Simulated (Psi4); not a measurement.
CdCl₂, triplet, at a GFN2-xTB geometry (such geometries of metal compounds can be far from the true shape) (a higher spin typed on purpose: for a closed-shell molecule this is an excited state) (core potentials on Cd), with bond 2-1 at 1.6 times its length; Psi4 with HF/def2-SVP.

Here is a job for Psi4.
```
memory 2 GB

molecule mol {
0 3
  Cd   -0.747333    0.298517   -0.472689
  Cl    3.384035   -0.369259   -0.315303
  Cl    0.275346   -0.724029    1.708975
}

set basis def2-svp
set reference uhf
set damping_percentage 50

energy('scf')
print_variables()
```

Write the output that Psi4 gives for this input, abridged.


```
   => Loading Basis Set <=

    Name: DEF2-SVP
    Role: ORBITAL
    Keyword: BASIS

    !!!  WARNING: ECP capability is in beta. Please check occupations closely.  !!!

         ---------------------------------------------------------
                                   SCF
               by Justin Turney, Rob Parrish, Andy Simmonett
                          and Daniel G. A. Smith
                              UHF Reference
         ---------------------------------------------------------

  ==> Geometry <==

    Molecular point group: cs
    Full point group: Cs

    Geometry (in Angstrom), charge = 0, multiplicity = 3:

       Center              X                  Y                   Z               Mass
    ------------   -----------------  -----------------  -----------------  -----------------
         CD           0.532512786149     0.989378032589     0.000000000000   113.903365090000
         CL           0.138340985098    -3.179977466988     0.000000000000    34.968852682000
         CL          -1.872884547264    -0.042704394576     0.000000000000    34.968852682000

  Running in cs symmetry.

  Rotational constants: A =      0.11350  B =      0.03569  C =      0.02715 [cm^-1]
  Rotational constants: A =   3402.62331  B =   1070.09050  C =    814.07285 [MHz]
  Nuclear repulsion =  152.737826767199863

  Charge       = 0
  Multiplicity = 3
  Electrons    = 54
  Nalpha       = 28
  Nbeta        = 26

  ==> Algorithm <==

  SCF Algorithm Type is DF.
  DIIS enabled.
  MOM disabled.
  Fractional occupation disabled.
  Guess Type is SAD.
  Energy threshold   = 1.00e-06
  Density threshold  = 1.00e-06
  Integral threshold = 1.00e-12

  ==> Primary Basis <==

  Basis Set: DEF2-SVP
    Blend: DEF2-SVP
    Number of shells: 27
    Number of basis functions: 67
    Number of Cartesian functions: 74
    Spherical Harmonics?: true
    Max angular momentum: 3

  Core potential: DEF2-SVP
    Number of shells: 4
    Number of ECP primitives: 14
    Number of ECP core electrons: 28
    Max angular momentum: 3

   => Loading Basis Set <=

    Name: (DEF2-SVP AUX)
    Role: JKFIT
    Keyword: DF_BASIS_SCF

  ==> Integral Setup <==

  SCF_SUBTYPE=INCORE selected. In-core MEM_DF algorithm will be used.
  Using in-core AOs.

  ==> MemDFJK: Density-Fitted J/K Matrices <==

    J tasked:                   Yes
    K tasked:                   Yes
    wK tasked:                   No
    Algorithm:                 Core
    Schwarz Cutoff:           1E-12
    Mask sparsity (%):       7.9751
    Fitting Condition:        1E-10

   => Auxiliary Basis Set <=

  Basis Set: (DEF2-SVP AUX)
    Blend: DEF2-UNIVERSAL-JKFIT
    Number of shells: 125
    Number of basis functions: 511
    Number of Cartesian functions: 694
    Spherical Harmonics?: true
    Max angular momentum: 6

  Minimum eigenvalue in the overlap matrix is 2.6018245382E-02.
  Reciprocal condition number of the overlap matrix is 8.3968233535E-03.
    Using symmetric orthogonalization.

  ==> Pre-Iterations <==

  SCF Guess: Superposition of Atomic Densities via on-the-fly atomic UHF (no occupation information).

   -------------------------
    Irrep   Nso     Nmo
   -------------------------
     A'        47      47
     A"        20      20
   -------------------------
    Total      67      67
   -------------------------

  ==> Iterations <==

                           Total Energy        Delta E     RMS |[F,P]|

   @DF-UHF iter SAD: -1084.03704831932509   -1.08404e+03   0.00000e+00
   @DF-UHF iter   1: -1085.46064507443680   -1.42360e+00   4.41721e-03 ADIIS/DIIS
   @DF-UHF iter   2: -1085.51841377518008   -5.77687e-02   1.85095e-03 ADIIS/DIIS/DAMP=50%
   @DF-UHF iter   3: -1085.33814547807606    1.80268e-01   1.44676e-03 ADIIS/DIIS/DAMP=50%
   @DF-UHF iter   4: -1085.45019042873560   -1.12045e-01   1.18661e-03 ADIIS/DIIS/DAMP=50%
   @DF-UHF iter   5: -1085.47118004439449   -2.09896e-02   8.56912e-04 ADIIS/DIIS/DAMP=50%
   @DF-UHF iter   6: -1085.49743039105988   -2.62503e-02   5.24700e-04 ADIIS/DIIS/DAMP=50%
   @DF-UHF iter   7: -1085.54139951738671   -4.39691e-02   2.72244e-04 ADIIS/DIIS/DAMP=50%
   @DF-UHF iter   8: -1085.53020355573926    1.11960e-02   1.58779e-04 ADIIS/DIIS/DAMP=50%
   @DF-UHF iter   9: -1085.53898248342853   -8.77893e-03   1.32824e-04 ADIIS/DIIS/DAMP=50%
   @DF-UHF iter  10: -1085.53442926578282    4.55322e-03   1.19198e-04 ADIIS/DIIS/DAMP=50%
   @DF-UHF iter  11: -1085.53860166126060   -4.17240e-03   9.09704e-05 DIIS/DAMP=50%
   @DF-UHF iter  12: -1085.53987149004797   -1.26983e-03   6.44236e-05 DIIS/DAMP=50%
   @DF-UHF iter  13: -1085.53858369606405    1.28779e-03   3.99515e-05 DIIS/DAMP=50%
   @DF-UHF iter  14: -1085.53859862025070   -1.49242e-05   2.37507e-05 DIIS/DAMP=50%
   @DF-UHF iter  15: -1085.53847969929461    1.18921e-04   3.73129e-05 DIIS/DAMP=50%
   @DF-UHF iter  16: -1085.53794671951391    5.32980e-04   3.39302e-05 DIIS/DAMP=50%
   @DF-UHF iter  17: -1085.53822526650652   -2.78547e-04   2.13424e-05 DIIS/DAMP=50%
   @DF-UHF iter  18: -1085.53832076296021   -9.54965e-05   4.86328e-05 DIIS/DAMP=50%
   @DF-UHF iter  19: -1085.53854234153073   -2.21579e-04   6.16353e-05 DIIS/DAMP=50%
   @DF-UHF iter  20: -1085.53842836721424    1.13974e-04   6.33666e-05 DIIS/DAMP=50%
   @DF-UHF iter  21: -1085.53883053160052   -4.02164e-04   7.06191e-05 DIIS/DAMP=50%
   @DF-UHF iter  22: -1085.53797102025464    8.59511e-04   2.68194e-05 DIIS/DAMP=50%
   @DF-UHF iter  23: -1085.53813722556811   -1.66205e-04   3.17179e-05 DIIS/DAMP=50%
   @DF-UHF iter  24: -1085.53813396091800    3.26465e-06   2.38347e-05 DIIS/DAMP=50%
   @DF-UHF iter  25: -1085.53817620917721   -4.22483e-05   1.82230e-05 DIIS/DAMP=50%
   @DF-UHF iter  26: -1085.53820874625376   -3.25371e-05   1.93723e-05 DIIS/DAMP=50%
   @DF-UHF iter  27: -1085.53823522590460   -2.64797e-05   2.17790e-05 DIIS/DAMP=50%
   @DF-UHF iter  28: -1085.53823793449578   -2.70859e-06   2.88973e-05 DIIS/DAMP=50%
[...]
   @DF-UHF iter  48: -1085.53818105926212   -1.28594e-04   5.50303e-05 DIIS/DAMP=50%
   @DF-UHF iter  49: -1085.53832634267724   -1.45283e-04   5.58395e-05 DIIS/DAMP=50%
   @DF-UHF iter  50: -1085.53819949356102    1.26849e-04   8.51799e-05 DIIS/DAMP=50%
   @DF-UHF iter  51: -1085.53819511691358    4.37665e-06   6.14756e-05 DIIS/DAMP=50%
   @DF-UHF iter  52: -1085.53836089020047   -1.65773e-04   4.45684e-05 DIIS/DAMP=50%
   @DF-UHF iter  53: -1085.53845239077805   -9.15006e-05   2.95477e-05 DIIS/DAMP=50%
   @DF-UHF iter  54: -1085.53844761920277    4.77158e-06   3.06212e-05 DIIS/DAMP=50%
   @DF-UHF iter  55: -1085.53851569988683   -6.80807e-05   2.10799e-05 DIIS/DAMP=50%
   @DF-UHF iter  56: -1085.53809776579374    4.17934e-04   2.97326e-05 DIIS/DAMP=50%
   @DF-UHF iter  57: -1085.53814205882236   -4.42930e-05   2.07406e-05 DIIS/DAMP=50%
   @DF-UHF iter  58: -1085.53775207643730    3.89982e-04   2.56244e-05 DIIS/DAMP=50%
   @DF-UHF iter  59: -1085.53807083792708   -3.18761e-04   4.47993e-05 DIIS/DAMP=50%
   @DF-UHF iter  60: -1085.53882234502817   -7.51507e-04   4.84491e-05 DIIS/DAMP=50%
   @DF-UHF iter  61: -1085.53871610010719    1.06245e-04   5.73053e-05 DIIS/DAMP=50%
   @DF-UHF iter  62: -1085.53881162123889   -9.55211e-05   4.54855e-05 DIIS/DAMP=50%
   @DF-UHF iter  63: -1085.53852788951122    2.83732e-04   2.99214e-05 DIIS/DAMP=50%
   @DF-UHF iter  64: -1085.53837246276657    1.55427e-04   2.33651e-05 DIIS/DAMP=50%
   @DF-UHF iter  65: -1085.53787907568835    4.93387e-04   1.56884e-05 DIIS/DAMP=50%
   @DF-UHF iter  66: -1085.53824838612104   -3.69310e-04   1.74465e-05 DIIS/DAMP=50%
   @DF-UHF iter  67: -1085.53812037030548    1.28016e-04   4.13322e-05 DIIS/DAMP=50%
   @DF-UHF iter  68: -1085.53834788963468   -2.27519e-04   3.55086e-05 DIIS/DAMP=50%
   @DF-UHF iter  69: -1085.53824758650148    1.00303e-04   5.96540e-05 DIIS/DAMP=50%
   @DF-UHF iter  70: -1085.53832032577725   -7.27393e-05   2.98060e-05 DIIS/DAMP=50%
   @DF-UHF iter  71: -1085.53864598367613   -3.25658e-04   9.97261e-06 DIIS/DAMP=50%
   @DF-UHF iter  72: -1085.53856506763077    8.09160e-05   2.16812e-05 DIIS/DAMP=50%
   @DF-UHF iter  73: -1085.53840029191952    1.64776e-04   1.27961e-05 DIIS/DAMP=50%
   @DF-UHF iter  74: -1085.53844817468985   -4.78828e-05   1.60402e-05 DIIS/DAMP=50%
   @DF-UHF iter  75: -1085.53827995966549    1.68215e-04   3.17147e-05 DIIS/DAMP=50%
   @DF-UHF iter  76: -1085.53812151526108    1.58444e-04   6.39515e-05 DIIS/DAMP=50%
   @DF-UHF iter  77: -1085.53829710151854   -1.75586e-04   5.50939e-05 DIIS/DAMP=50%
   @DF-UHF iter  78: -1085.53866688104199   -3.69780e-04   5.12373e-05 DIIS/DAMP=50%
   @DF-UHF iter  79: -1085.53803698187130    6.29899e-04   4.27036e-05 DIIS/DAMP=50%
   @DF-UHF iter  80: -1085.53788654082246    1.50441e-04   2.54541e-05 DIIS/DAMP=50%
   @DF-UHF iter  81: -1085.53745991413030    4.26627e-04   2.36263e-05 DIIS/DAMP=50%
   @DF-UHF iter  82: -1085.53809076572907   -6.30852e-04   6.42068e-05 DIIS/DAMP=50%
   @DF-UHF iter  83: -1085.53811837390754   -2.76082e-05   4.56480e-05 DIIS/DAMP=50%
   @DF-UHF iter  84: -1085.53835223754595   -2.33864e-04   5.42623e-05 DIIS/DAMP=50%
   @DF-UHF iter  85: -1085.53869199123210   -3.39754e-04   1.56289e-05 DIIS/DAMP=50%
   @DF-UHF iter  86: -1085.53921954155203   -5.27550e-04   3.02163e-05 DIIS/DAMP=50%
   @DF-UHF iter  87: -1085.53782771212877    1.39183e-03   5.33608e-05 DIIS/DAMP=50%
   @DF-UHF iter  88: -1085.53786374490574   -3.60328e-05   7.39192e-05 DIIS/DAMP=50%
   @DF-UHF iter  89: -1085.53767103882069    1.92706e-04   1.18144e-04 ADIIS/DIIS/DAMP=50%
   @DF-UHF iter  90: -1085.53824152260972   -5.70484e-04   4.34870e-05 DIIS/DAMP=50%
   @DF-UHF iter  91: -1085.53768629372848    5.55229e-04   6.27056e-05 DIIS/DAMP=50%
   @DF-UHF iter  92: -1085.53815005729894   -4.63764e-04   2.11541e-05 DIIS/DAMP=50%
   @DF-UHF iter  93: -1085.53810228947282    4.77678e-05   3.21897e-05 DIIS/DAMP=50%
   @DF-UHF iter  94: -1085.53863606638447   -5.33777e-04   1.18300e-04 ADIIS/DIIS/DAMP=50%
   @DF-UHF iter  95: -1085.53839299038373    2.43076e-04   6.08279e-05 DIIS/DAMP=50%
   @DF-UHF iter  96: -1085.53869553490972   -3.02545e-04   5.09459e-05 DIIS/DAMP=50%
   @DF-UHF iter  97: -1085.53824570714937    4.49828e-04   2.01925e-05 DIIS/DAMP=50%
   @DF-UHF iter  98: -1085.53823795192284    7.75523e-06   3.07512e-05 DIIS/DAMP=50%
   @DF-UHF iter  99: -1085.53781906784002    4.18884e-04   1.15055e-04 ADIIS/DIIS/DAMP=50%
   @DF-UHF iter 100: -1085.53713891327743    6.80155e-04   3.59116e-05 DIIS/DAMP=50%

PsiException: Could not converge SCF iterations in 100 iterations.

  Failed to converge.

Traceback (most recent call last):
  File "psi4", line 375, in <module>
  File "<string>", line 25, in <module>
  File "site-packages/psi4/driver/driver.py", line 533, in energy
  File "site-packages/psi4/driver/procrouting/proc.py", line 2760, in run_scf
  File "site-packages/psi4/driver/procrouting/proc.py", line 2047, in scf_helper
  File "site-packages/psi4/driver/procrouting/scf_proc/scf_iterator.py", line 93, in scf_compute_energy
  File "site-packages/psi4/driver/procrouting/scf_proc/scf_iterator.py", line 86, in scf_compute_energy
  File "site-packages/psi4/driver/procrouting/scf_proc/scf_iterator.py", line 609, in scf_iterate

psi4.driver.p4util.exceptions.SCFConvergenceError: Could not converge SCF iterations in 100 iterations.

Printing out the relevant lines from the Psithon --> Python processed input file:
    ""","mol")
    core.IO.set_default_namespace("mol")
    core.set_global_option("BASIS", "def2-svp")
    core.set_global_option("REFERENCE", "uhf")
    core.set_global_option("DAMPING_PERCENTAGE", 50)
--> energy('scf')
    print_variables()

!-------------------------------------------------------!
!                                                       !
!  Could not converge SCF iterations in 100 iterations. !
!                                                       !
!-------------------------------------------------------!
```

Convergence was not reached.
